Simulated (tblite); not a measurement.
C3H9BrSi3.
Cartesian coordinates in Å at the GFN2-xTB level; atoms count from 1:
```
atom  x, y, z in Å
C1     4.1753   -0.0462    0.1390
C2     2.7933    0.3588    0.0487
C3     1.6410    0.7095   -0.0204
Si4   -0.1342    1.1815   -0.1512
Br5   -0.4156    1.5614   -2.3732
Si6   -1.6967   -0.3900    0.5401
Si7   -3.8760   -0.0861   -0.1900
H8     4.4397   -0.2361    1.1793
H9     4.8187    0.7400   -0.2556
H10    4.3343   -0.9560   -0.4395
H11   -0.2369    2.5422    0.3822
H12   -1.5790   -0.3657    2.0088
H13   -1.1512   -1.7027    0.1580
H14   -4.7150    0.4066    0.9067
H15   -4.4649   -1.3362   -0.6716
H16   -3.9405    0.8954   -1.2727
```

Computed values, GFN2-xTB/tblite, gas phase, harmonic and unscaled. Against measured fundamentals such values can be off by several per cent, at times by over 20. Modes of hydrogen on silicon can be 10 to 20 % off. One conformer, not necessarily the lowest. The optimisation stopped once no atom felt more than 0.01 eV/Å.

Lowest wavenumbers of the output (negative numbers stand for imaginary wavenumbers):
```
mode    cm-1
  1     -30.9
  2     -17.9
  3      15.2
  4      38.7
  5      56.5
  6      79.3
  7     119.2
  8     185.9
  9     205.5
 10     311.3
 11     312.8
 12     321.2
 13     344.2
 14     414.5
 15     447.4
```

Is this structure a minimum?

Not by this Hessian. 1 mode is imaginary beyond 20i (31i cm⁻¹), and 1 more slightly so (17.9i). The curvature is small, so loose convergence or finite differences may be the whole cause.

Which atoms move in the imaginary modes?

31i: H15 (Si–H hydrogen) 34 %, H14 (Si–H hydrogen) 32 %, H16 (Si–H hydrogen) 30 %; 18i: H8 (methyl hydrogen) 34 %, H9 (methyl hydrogen) 33 %, H10 (methyl hydrogen) 32 %. These are shares of the mass-weighted motion.

What is the remedy?

Step along such a mode in both directions, optimise again with tighter thresholds and repeat the frequencies. The zero-point energy of this point (60.2 kcal/mol) counts the 40 real modes alone, and thermal corrections from it aren't those of a minimum.

The run took 0.8 s wall on Arm Neoverse V1, one thread, shared host with 32 logical CPUs at a one-minute load of 15. The figure is for the frequency step alone.
